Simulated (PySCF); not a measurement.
CH7ClO2Si2, SMILES OC[SiH2]O[SiH2]Cl. Geometry optimised at B3LYP-D3(BJ)/def2-SVP. This is a generated structure with no PubChem entry under its InChIKey; it may be hypothetical. The values are those of a single conformer.

Computed equilibrium geometry at B3LYP-D3(BJ)/def2-SVP (PySCF confirms it by a frequency run) as a Z-matrix (one conformer of several):
```
O
Si 1 1.6399
Si 1 1.6796 2 141.69
H 2 1.4793 1 108.95 3 -177.10
H 2 1.4810 4 112.52 1 125.47
H 3 1.4886 1 108.59 2 -89.10
H 3 1.4895 6 110.01 1 117.77
C 3 1.8939 6 110.44 7 125.02
H 8 1.1056 3 111.11 6 -55.97
H 8 1.1056 9 106.27 3 120.05
O 8 1.4298 9 109.21 10 121.03
H 11 0.9674 8 107.80 9 -135.57
Cl 2 2.1031 4 106.17 5 116.46
```
